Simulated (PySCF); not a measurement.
A structure optimised at B3LYP-D3(BJ)/def2-TZVP, used in a PySCF frequency run:

```xyz
9

Si    -0.1646     0.4484     0.1695
C      1.5611    -0.2392    -0.0279
O     -1.3284    -0.5928    -0.3834
H     -0.3329     1.6728    -0.6417
H     -0.3943     0.7694     1.6031
H      1.6998    -1.1467     0.5644
H      2.3019     0.4916     0.3073
H      1.7704    -0.4796    -1.0721
H     -1.4800    -1.4078     0.1004
```

Task: Write its SMILES and formula.

Result: C[SiH2]O, CH6OSi

Task: What are its rotational constants (standard atomic weights)?

Result: 19.691, 6.4556, 5.3883 GHz
